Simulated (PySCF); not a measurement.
Bonds (- single, = double, # triple, : aromatic): F1-Si2 1.619 Å, Si2-O3 1.618 Å, O3-Si4 1.619 Å, Si2-Si5 2.295 Å, Si5-Si6 2.327 Å. Si2 carries H7; Si4 carries H8, H9, H10; Si5 carries H11, H12; Si6 carries H13, H14, H15. Stereochemistry as in F[Si@@H](O[SiH3])[SiH2][SiH3]. H11 is pro-R; H12 is pro-S.

Computed data (PySCF 2.14.0 with density-fitted response routines): shielding tensors at PBE0/pcSseg-1 (GIAO), GFN2-xTB structure. One computed conformer, rapidly exchanging positions averaged, no solvent model, no relativistic terms.

δ = σ(ref) − σ, references computed at the same level: TMS for 1H (31.72 ppm) and 29Si (349.16 ppm); 19F (170.95 ppm) against CFCl3; 17O (336.08 ppm) vs H2O.

| atoms | nucleus | count | δ (ppm) |
| --- | --- | --- | --- |
| H7 | 1H | 1 | ? |
| H13/H14/H15 | 1H | 3 | 3.70 |
| H8/H9/H10 | 1H | 3 | 5.23 |
| H12 | 1H | 1 | 3.18 |
| H11 | 1H | 1 | 3.19 |
| Si4 | 29Si | 1 | -42.0 |
| F1 | 19F | 1 | -147.2 |
| Si2 | 29Si | 1 | ? |
| Si5 | 29Si | 1 | -135.9 |
| O3 | 17O | 1 | 59.6 |
| Si6 | 29Si | 1 | ? |

Question: Estimate the values marked ?.

Answer: 
- H7: 5.72 ppm, hydrogen on a silicon bonded to F, O, Si
- Si2: 1.1 ppm, silicon bonded to F, O, Si, H
- Si6: -119.1 ppm, silicon bonded to Si, 3 H

Unscaled 19F shifts against computed CFCl3 carry errors that often reach 10 to 50 ppm. Experimental scales use liquid or dissolved standards, which lie at an offset from isolated H2O (liquid H2O: subtract about 36 ppm).
